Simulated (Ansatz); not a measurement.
Isolated molecules relaxed with PBE0-D4/def2-TZVP in Ansatz; ΔE leaves out vibrations. CCSD(T)/CBS adds triple-zeta CCSD(T) − MP2 to the extrapolated MP2 energy (def2 sets, frozen cores). DFT in def2-TZVPP. For Br, Ge outer-core shells are correlated without core-valence functions, which leaves a few kJ/mol of doubt a bond. Scalar relativity is left out up to krypton. One conformer a species, not always the lowest.

Consider the redistribution: `C[O][Al]([F])[Br]` + `[OH][GeH2][OH]` → `[OH][Al]([F])[Br]` + `C[O][GeH2][OH]`.

| species | PBE0-D4 energy (Eh) |
| --- | --- |
| `C[O][Al]([F])[Br]` | -3031.22541 |
| `[OH][GeH2][OH]` | -2229.54823 |
| `[OH][Al]([F])[Br]` | -2991.96609 |
| `C[O][GeH2][OH]` | -2268.80792 |

(1) Work out ΔE.

Largest T1 diagnostic among the species: 0.012.

Answers

(1) ΔE = (-2991.96609) + (-2268.80792) − (-3031.22541) − (-2229.54823) = -0.00037 Eh = -1.0 kJ/mol. CCSD(T)/CBS gives -1.9 kJ/mol.

Leaving LDA and LC-ωPBE aside and taking each functional with its dispersion term where it has one, the values, not all of them listed here, spread over 2.9 kJ/mol, from revPBE-D4 to CAM-B3LYP-D4.
